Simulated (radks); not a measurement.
Q: The mean radii <r> (bohr) of the occupied orbitals of an atom or ion are listed with their occupations. All-electron calculation, non-relativistic Kohn-Sham, exchange-only B88, spin-polarised, spherical densities, point nucleus. Program: a radial shooting solver on a logarithmic mesh with Libxc functionals.

orbital  occ.     <r>
1s          2  0.2680

Name the element and its charge. Open shells, if any, are filled with parallel spins first.

A: Z = 6, carbon, charge +4: C4+ in [He]. The 1s radius gives Z: for a bare nucleus <r> = 1.5/Z, 0.25 bohr for Z = 6, and screening makes it slightly larger (0.2680 here). The occupations add up to 2, and the charge is Z minus that.
